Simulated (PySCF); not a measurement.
RbSr: from constants to spectrum

ROHF-CCSD(T) constants of RbSr, ²Σ⁺ (doublet), unpaired electrons σ ↑ (basis Rb def2-SVP with ECP28, Sr def2-SVP with ECP28; scalar-relativistic core potentials; PySCF 2.14; masses 84.9118 and 87.9056 u):

```
ωe            : 28.3 cm⁻¹
ωexe          : 0.306 cm⁻¹
Be            : 0.015242 cm⁻¹
αe            : 0.000148 cm⁻¹
De to Rb + Sr : 0.107 eV
```

Question: What force constant and bond length do these constants imply?

Answer: Reduced mass μred = 43.191 u; k = 5.8918×10⁻⁷·μred·ωe² (u, cm⁻¹, mdyn/Å) = 0.0204 mdyn/Å; Re = √(16.8576/(μred·Be)) (u, cm⁻¹, Å) = 5.060 Å.

Question: Estimate the centrifugal constant D from the Kratzer relation and find the Dunham coefficient a1.

Answer: D = 4Be³/ωe² = 1.77e-08 cm⁻¹; a1 = −1 − αeωe/(6Be²) = -4.00.

Correlated steps freeze no core orbitals. The bond is weak. Basis-set superposition, not corrected here, can be much of De in a small basis, most of all at correlated wavefunction levels. Spin–orbit coupling is left out. The state is the lowest determinant that a PBE0 search found; another state may lie lower at other levels.
